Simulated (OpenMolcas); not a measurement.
W5+: moving the ligands

W5+ with 4 ligands (fluoride) in tetrahedral coordination (Td) at 1.8 Å. Ligand basis ANO-RCC-VDZP.
```
W     0.0000    0.0000    0.0000
F     1.0392    1.0392    1.0392
F     1.0392   -1.0392   -1.0392
F    -1.0392    1.0392   -1.0392
F    -1.0392   -1.0392    1.0392
```

* Program: OpenMolcas
* Method: SS-CASPT2, IPEA 0.25 Eh, imaginary shift 0.1 Eh (the 31 lowest orbitals frozen, all others correlated)
* Basis: ANO-RCC-VDZP [7s6p4d2f1g]
* Scalar Hamiltonian: DKH2, point nucleus
* Active space: 1 electron in 5 orbitals (5d)
* State averaging: 2S+1 = 2 even, 5 roots
* Spin-orbit coupling: RASSI with atomic mean-field integrals over the reference wave functions

Runs around this geometry, states (labels of Td). Energies in cm-1 above the lowest state or level, χT in cm3 K/mol; 10Dq is the gap between the two states; 10Dq is negative for this site.

```csv
R (Å),Ground state,First state of that spin,10Dq,First gap with spin-orbit (degeneracies),χT at 300 K
1.76,2E,2T2 18250,-18249,"19090 (4, 4)",0.247
1.8,2E,2T2 17160,-17164,"17990 (4, 4)",0.235
1.85,2E,2T2 15940,-15944,"16770 (4, 4)",0.220
```

Taking |10Dq| as R^-n, n = -ln(15944 / 18249) / ln(1.85 / 1.76) = 2.7 between the shortest and longest distance. The point-charge formula for a cubic d site gives n = 5.

Roots that are degenerate in the reference are averaged as groups; the widest CASPT2 spread within a group is 78 cm-1 (the 3-fold group of multiplicity 2 near 15900 cm-1 above the lowest state of its run, R = 1.85). Shifts and gaps below about the spread of the groups concerned are not significant. Over all roots computed the reference weight is 0.75 in R = 1.8, 0.74 to 0.75 in R = 1.85; a low but even weight reflects the number of correlated electrons. An orbital doublet at a regular site is open to a Jahn-Teller distortion, which this geometry leaves out. Ligand-to-metal charge-transfer states are missing. With one d shell and no ligand orbital active, 10Dq can be off by a tenth or more. The least metal-like active orbital is 66 % on the metal (Löwdin) and no ligand orbital is active, so the numbers are rough (holds for R = 1.76). The least metal-like active orbital is 68 % on the metal (Löwdin) and no ligand orbital is active, so the numbers are rough (holds for R = 1.8). The least metal-like active orbital is 70 % on the metal (Löwdin) and no ligand orbital is active, so the numbers are rough (holds for R = 1.85). No measured value stands beside these numbers; the geometry is a model, was not optimised and need not be the one that this ion takes.
